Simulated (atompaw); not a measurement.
u(r) = r·R(r): atom against pseudo-atom (P)

Columns: radius, all-electron u(r) and pseudo u(r) of the 3p shell (level -5.48 eV) of phosphorus in the configuration [Ne] 3s2 3p3; PBEsol, scalar-relativistic, PAW (atompaw) scheme, atompaw 4.2.0.5.

```tsv
r (bohr)	all-electron	pseudo
0.077	-0.0915	0.0036
0.154	-0.2134	0.0145
0.231	-0.2836	0.0323
0.308	-0.2956	0.0565
0.385	-0.2624	0.0867
0.462	-0.1990	0.1221
0.538	-0.1194	0.1612
0.615	-0.0305	0.2042
0.692	0.0603	0.2496
0.769	0.1485	0.2965
0.846	0.2315	0.3436
0.923	0.3077	0.3901
1.000	0.3764	0.4351
1.077	0.4373	0.4777
1.154	0.4905	0.5171
1.231	0.5362	0.5528
1.308	0.5745	0.5843
1.385	0.6059	0.6113
1.462	0.6309	0.6336
1.538	0.6499	0.6511
1.615	0.6638	0.6643
1.692	0.6730	0.6732
1.769	0.6780	0.6781
1.846	0.6793	0.6793
1.923	0.6774	0.6774
2.000	0.6727	0.6727
```

Task: How many radial nodes do the two functions have?

Result: The all-electron 3p function has n − l − 1 = 1; the pseudo-wave has 0, since the states of the same l below it are removed with the core.

Task: Is the pseudo-wave norm-conserving?

Result: No, it belongs to a PAW set: the norm inside the radius is not constrained, and the difference is carried by the augmentation charge.
